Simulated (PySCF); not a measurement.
Zr(Cl)2(SH)2 (Cl2H2S2Zr), SMILES [Cl][Zr]([SH])([SH])[Cl], multiplicity 1.

Geometry optimised at PBE0-D3(BJ)/def2-SVP. The multiplicity is an assumed one; no other spin state was optimised. The structure was generated by enumeration; whether it is a known compound was not checked. The def2 effective core potentials stand for the cores of Zr; spin–orbit coupling is left out. The values are those of a single conformer.

Two levels are set side by side: TDA-PBE/def2-SVPD (PySCF) and TDA-LC-ωPBE/def2-SVPD (PySCF). Vertical, same geometry. The lowest singlet is HOMO→LUMO 77 %, HOMO→LUMO+1 21 % with PBE and HOMO→LUMO 66 %, HOMO→LUMO+1 26 % with the other functional; states are paired by order. Differences are taken from unrounded values.

```tsv
quantity	TDA-LC-ωPBE
lowest singlet excitation (eV)	4.72
lowest triplet excitation (TDA) (eV)	4.37
```

Task: What does TDA-PBE give, and how far is it from TDA-LC-ωPBE? (Estimate from the structure and the level; the computed values follow.)

Result: 
```json
[
 {"quantity": "lowest singlet excitation (eV)", "TDA-PBE": "3.59", "TDA-PBE minus TDA-LC-ωPBE": "-1.12"},
 {"quantity": "lowest triplet excitation (TDA) (eV)", "TDA-PBE": "3.39", "TDA-PBE minus TDA-LC-ωPBE": "-0.98"}
]
```

A lower first singlet is the usual sign of a functional without exact exchange. Differences between two approximate levels are no errors against the true value.

Rough cost on one machine, each run with all the roots and properties that it gave: TDA-LC-ωPBE against TDA-PBE about 3 times.
